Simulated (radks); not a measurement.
The numbers below are computed, except where a source is named.
Q: All-electron atom: Tc33+ in [Ne]. Level of theory: Dirac Kohn-Sham, PBE, spin-unpolarised, spherical densities, point nucleus (a radial shooting solver on a logarithmic mesh with Libxc functionals). Some entries of the table are withheld. Estimate them.

orbital  occ.  eigenvalue (eV)  r(max) (bohr)
1s1/2       2        -22749.05        0.02227
2s1/2       2              (1)         0.1250
2p1/2       2              (2)        0.09697
2p3/2       4              (3)         0.1008

A: 
(1) 2s1/2 eigenvalue (eV): -4746.618
(2) 2p1/2 eigenvalue (eV): -4540.786
(3) 2p3/2 eigenvalue (eV): -4417.207
